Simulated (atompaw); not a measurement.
## Pseudopotential generation for chromium (Cr): PAW (atompaw), PBE, non-relativistic.

- Element: chromium
- Generator: atompaw 4.2.0.5
- Type: PAW
- Functional: PBE
- Relativity: non-relativistic
- Frozen core: [Ar]
- Valence charge: 6
- Reference configuration: 3d5.5 4s0.5 4p0
- Partial waves: 4s (bound); 4s channel at 2.5 Ry; 4p (bound, empty); 4p channel at 3.2 Ry; 3d (bound); 3d channel at 1.95 Ry
- Local potential: troulliermartins scheme with l = 3 at 0 Ry, radius 2.15 bohr
- Core correction: smooth core density matched at 2.80 bohr
- Augmentation charge: besselshape compensation charge, radius 2.30 bohr; PAW radius 3.00 bohr; waves and projectors: bloechl

What the tests gave:

| Item | Value |
| --- | --- |
| Cutoffs needed | 30 Ry and 35 Ry (the cutoffs (Ry, on a coarse ladder) from which the occupation-weighted sum of valence levels, in a spherical-Bessel basis at the reference potential, stays within 10 and 1 mRy of its value at 400 Ry) |
| Ghost test | no extra level below or beside the all-electron valence levels (s, p, d, f tested) (spherical-Bessel basis up to 400 Ry, 20 bohr box) |
| Lowest eigenvalue of the overlap operator | 0.27 (s channel) |
| Overlap eigenvalues printed by atompaw (projector basis) | 0.0565, 0.138, 0.837, 1.06, 9.14, 10.6 |
| Share of each valence orbital outside the PAW sphere | 4s 60 %, 4p 88 %, 3d 11 % |

Generation and tests took about 0.64 s on one core of a shared server CPU.
